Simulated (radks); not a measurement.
Hf I, configuration [Xe] 4f14 5d2 6s2 (the NIST ground configuration).

Method: Dirac Kohn-Sham, RPBE, spin-unpolarised, spherical densities, point nucleus; open shells fill j = l - 1/2 first; computed with a radial shooting solver on a logarithmic mesh with Libxc functionals.

Energy parts (eV):
total: -410842.29
kinetic: 459679.09
electron-nucleus: -1023300.24
Hartree: 161219.20
exchange-correlation: -8440.33

Orbitals (lengths in bohr, moments of r in powers of bohr; <r^-3> diverges for s and p1/2; r(max) is where P^2 peaks; r(90%) holds 90 % of the orbital's charge):
orbital	occ.	eigenvalue (eV)	<r^-3>	r(90%)	r(max)	<1/r>	small-component weight
1s1/2	2	-65203.32	-	0.0345	0.01190	83.86	7.34e-02
2s1/2	2	-11143.45	-	0.125	0.06824	20.32	1.65e-02
2p1/2	2	-10640.90	-	0.110	0.05092	20.28	1.66e-02
2p3/2	4	-9449.038	14840	0.120	0.05754	17.23	1.51e-02
3s1/2	2	-2538.774	-	0.306	0.1924	7.454	5.41e-03
3p1/2	2	-2316.379	-	0.298	0.1804	7.367	5.35e-03
3p3/2	4	-2060.940	3319	0.318	0.1940	6.581	4.92e-03
3d3/2	4	-1685.379	571.2	0.290	0.1524	6.472	4.80e-03
3d5/2	6	-1629.677	490.4	0.296	0.1562	6.284	4.68e-03
4s1/2	2	-511.3066	-	0.673	0.4378	3.124	1.76e-03
4p1/2	2	-420.2398	-	0.691	0.4384	3.012	1.68e-03
4p3/2	4	-361.8159	759.4	0.738	0.4673	2.739	1.51e-03
4d3/2	4	-212.3668	113.4	0.794	0.4660	2.519	1.32e-03
4d5/2	6	-201.6679	95.38	0.811	0.4753	2.453	1.27e-03
5s1/2	2	-66.5877	-	1.64	1.017	1.181	3.70e-04
5p1/2	2	-40.8781	-	1.86	1.100	1.046	2.96e-04
5p3/2	4	-33.1301	98.37	2.03	1.187	0.9495	2.53e-04
4f5/2	6	-17.4566	15.99	1.14	0.4521	1.933	8.44e-04
4f7/2	8	-15.7137	15.21	1.16	0.4574	1.902	8.23e-04
6s1/2	2	-4.9781	-	5.18	2.927	0.3628	3.82e-05
5d3/2	2	-2.7698	4.942	4.12	1.657	0.5494	8.60e-05
5d5/2	0	-2.3303	3.859	4.39	1.720	0.5209	7.75e-05

The highest occupied level is 5d3/2 at -2.770 eV. The density falls to 0.001 e/bohr^3 at r = 4.98 bohr. For comparison, the ionisation energy in NIST's Atomic Spectra Database is 6.825 eV (measured). In exact Kohn-Sham theory the highest level is minus the ionisation energy, but local and semilocal functionals leave it too shallow, through self-interaction and a potential that decays too fast; potentials with the right tail come closer. Summed over all electrons, <r^2> = 73.08 bohr^2, which gives a Langevin (diamagnetic) susceptibility term of -57.9 x 10^-6 cm^3/mol.

Beside tabulated values, note that spin-unpolarised runs miss the spin-polarisation part of the exchange energy of open shells.
